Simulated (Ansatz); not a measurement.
Start from `C[CH2][Al]([Cl])[Br]` and change one atom or group to get `[OH][Al]([Cl])[Br]`.

Ansatz, PBE0-D4/def2-TZVP geometries, multiplicity 1. Each molecule was computed in one conformer, which needn't be the lowest.

Scalar relativity is left out up to krypton. Spin–orbit coupling is left out; it splits and shifts lone-pair levels of the heavy atoms by tenths of an eV.

```tsv
property	`C[CH2][Al]([Cl])[Br]`
HOMO–LUMO gap (PBE/def2-TZVPP) / eV	5.22
size of the dipole moment (PBE/def2-TZVPP) / D	2.07
ideal-gas entropy at 298 K and 1 bar (rigid rotor, harmonic PBE0-D4/def2-TZVP) / J/(mol·K)	388
HOMO–LUMO gap (ωB97M-V/def2-TZVPP) / eV	11.07
HOMO energy (B3LYP/def2-TZVPP) / eV	-8.02
zero-point energy (PBE0-D4/def2-TZVP) / kJ/mol	177.4
```

Problem. What does the change do to each property? (An estimate is asked.)

Solution. The calculation gave: 
```tsv
property	`[OH][Al]([Cl])[Br]`	shift
HOMO–LUMO gap (PBE/def2-TZVPP) / eV	5.58	0.36
size of the dipole moment (PBE/def2-TZVPP) / D	1.59	-0.48
ideal-gas entropy at 298 K and 1 bar (rigid rotor, harmonic PBE0-D4/def2-TZVP) / J/(mol·K)	335	-53
HOMO–LUMO gap (ωB97M-V/def2-TZVPP) / eV	11.67	0.60
HOMO energy (B3LYP/def2-TZVPP) / eV	-8.54	-0.52
zero-point energy (PBE0-D4/def2-TZVP) / kJ/mol	43.8	-133.6
```

With PBE0 the HOMO falls by 0.60 eV and the LUMO falls by 0.07 eV, so the gap widens by about 0.53 eV. PBE moves the HOMO by -0.51 eV and ωB97M-V by -0.64 eV. The zero-point energy changes by -133.6 kJ/mol with -15 modes. Dipoles are sizes alone; their direction can turn. Modes under 60 cm⁻¹, often nearly free rotors, make the harmonic entropy too high.

B3LYP here is the variant with VWN-RPA as its local correlation; programs differ in this.
